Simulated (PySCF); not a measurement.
Ionisation energy of P⁺ by level of theory

P⁺ [Ne] 3s2 3p2 (3P) → P²⁺ [Ne] 3s2 3p1 (2P), as a difference of total energies. Calculation: PySCF 2.14, in ANO-RCC-VTZP; scalar relativity by spin-free X2C-1e. Correlated levels: valence: [Ne] frozen; valence and next inner shell: 1s2 frozen. The calculations carry no spin-orbit coupling.

Problem. Order these methods by the ionisation energy they give, lowest first.
A. BHandHLYP
B. MN15
C. LDA
D. UHF

Solution. D (19.165 eV), A (19.609 eV), B (19.786 eV), C (19.808 eV).

A first-order spin-orbit estimate (lowest level to lowest level, LS coupling) adds -0.007 eV.

Errors of the correlated levels include the incompleteness of this basis and the frozen core.

For comparison: 19.769 eV (semi-empirical (NIST evaluation); NIST Atomic Spectra Database, ionization energies).
